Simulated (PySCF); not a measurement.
Isomers of C9H9N, one GFN2-xTB conformer each. Single-point energies are computed at PBE0/pcSseg-1 (PySCF, gas phase, no added dispersion term), electronic only.

```
          SMILES  GFN2-xTB relative energy (kJ/mol)
C=C=C(C)c1ccncc1                              214.1
  Cc1ccc2ccccn12                                0.0
```

Conformers: `[CH2:1]=[C:2]=[C:3]([CH3:4])[c:5]1[cH:6][cH:7][n:8][cH:9][cH:10]1` with C2–C3–C5–C6 0°.

Q: What does PBE0/pcSseg-1 give for the same structures?

A: 
| SMILES | PBE0/pcSseg-1 E (Eh) | PBE0/pcSseg-1 (kJ/mol) | GFN2-xTB (kJ/mol) | point group |
| --- | --- | --- | --- | --- |
| Cc1ccc2ccccn12 | -402.59323 | 0.0 | 0.0 | Cs |
| C=C=C(C)c1ccncc1 | -402.53210 | 160.5 | 214.1 | Cs |

Both levels put the same isomer lowest. As drawn, the higher has cumulated double bonds and a C=C bond outside aromatic rings, which the lower lacks.

Q: Which frontier levels, dipoles and rotational constants go with these structures?

A: 
```
          SMILES  HOMO (eV, PBE0/pcSseg-1)  LUMO (eV)  dipole (D)       A, B, C (MHz)
  Cc1ccc2ccccn12                     -5.32      -0.65        1.30   2658, 1356, 903.2
C=C=C(C)c1ccncc1                     -6.96      -1.32        2.99  2757, 943.3, 709.3
```
